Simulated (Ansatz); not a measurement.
Input file for Ansatz (an electronic-structure program): U-PBE/def2-TZVPP on CH4OSn (SMILES [CH3][Sn][OH]), a point of a bond scan (R = 2.514 Å). Elements past Kr take the def2 small-core potentials; no spin–orbit coupling.

Ansatz 0.2 input:
```yaml
crystal:
  periodic: [false, false, false]
  atoms:
    - {symbol: Sn, position_ang: [0.02238006, -0.06360862, 0.38858019]}
    - {symbol: C, position_ang: [0.41947667, 1.60722086, -0.98166041]}
    - {symbol: H, position_ang: [-1.00995955, 3.59004069, -0.39350775]}
    - {symbol: H, position_ang: [0.20079564, 1.28779189, -2.00052818]}
    - {symbol: H, position_ang: [1.46422512, 1.92099925, -0.91166492]}
    - {symbol: O, position_ang: [-0.53752719, -1.25054683, -1.13046981]}
    - {symbol: H, position_ang: [-0.79864880, -2.13662709, -0.85715367]}
basis:
  gaussian:
    orbitals: def2-TZVPP
hamiltonian:
  xc: {name: PBE}
magnetization: {spin_polarized: true, initial_magnetization: 0}
```

The head of its log:

```
WARN ansatz: RAYON_NUM_THREADS=1 ignored (pool sized by the plan → 1); use --threads N
Functional definition: PBE
integrals: 0.06 GiB planned
955 factors; their error is unknown
mean field: 0.66 GiB planned
mean field evaluation 1: about -8945.7330 eV, gradient 7.4e1 eV
mean field evaluation 2: about -8760.3108 eV, gradient 1.7e2 eV
```

### Question
Predict the final total energy.

### Answer
-329.8091 hartree. Its determinant has ⟨S²⟩ = 0.63, a mixture of spin states.
